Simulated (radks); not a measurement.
The numbers below are computed, except where a source is named.
Question: Pb IV, configuration [Xe] 4f14 5d10 6s1. Code: a radial shooting solver on a logarithmic mesh with Libxc functionals. Model: non-relativistic Kohn-Sham, exchange-only B88, spin-polarised, spherical densities, point nucleus; open shells are filled with parallel spins first (spin-orbit coupling, left out, can overturn this in heavy ions); relativity is left out, which matters for an element this heavy. Some entries of the table are withheld. Estimate them.

orbital  occ.  eigenvalue (hartree)  <1/r> (bohr^-1)  <r> (bohr)
1s up       1             -2904.256            81.45     0.01846
1s down     1             -2904.255            81.45     0.01846
2s up       1             -490.1047            19.21     0.07762
2s down     1             -490.1044            19.21     0.07762
2p up       3             -472.0159            19.25     0.06555
2p down     3             -472.0156            19.25     0.06555
3s up       1             -117.5483            7.471      0.1952
3s down     1             -117.5478            7.471      0.1952
3p up       3             -108.9375            7.428      0.1858
3p down     3             -108.9370            7.428      0.1858
3d up       5             -92.85752            7.365      0.1619
3d down     5             -92.85717            7.365      0.1619
4s up       1             -26.74688            3.292      0.4268
4s down     1             -26.74597            3.292      0.4267
4p up       3             -22.96762            3.207      0.4294
4p down     3             -22.96669            3.207      0.4294
4d up       5             -15.98883            3.033      0.4337
4d down     5             -15.98787            3.033      0.4337
4f up       7              -6.53509            2.721      0.4441
4f down     7              -6.53405            2.721      0.4441
5s up       1              -5.16005            1.406      0.9489
5s down     1              -5.15766            1.406      0.9484
5p up       3              -3.89333            1.298         (1)
5p down     3              -3.88981            1.300         (2)
5d up       5                   (3)              (4)       1.267
5d down     5                   (5)              (6)       1.257
6s up       1              -1.20746           0.5394       2.338
6s down     0              -1.15353           0.5432       2.331

Answer: 
(1) 5p up <r> (bohr): 1.018
(2) 5p down <r> (bohr): 1.017
(3) 5d up eigenvalue (hartree): -1.84873
(4) 5d up <1/r> (bohr^-1): 1.030
(5) 5d down eigenvalue (hartree): -1.83712
(6) 5d down <1/r> (bohr^-1): 1.038
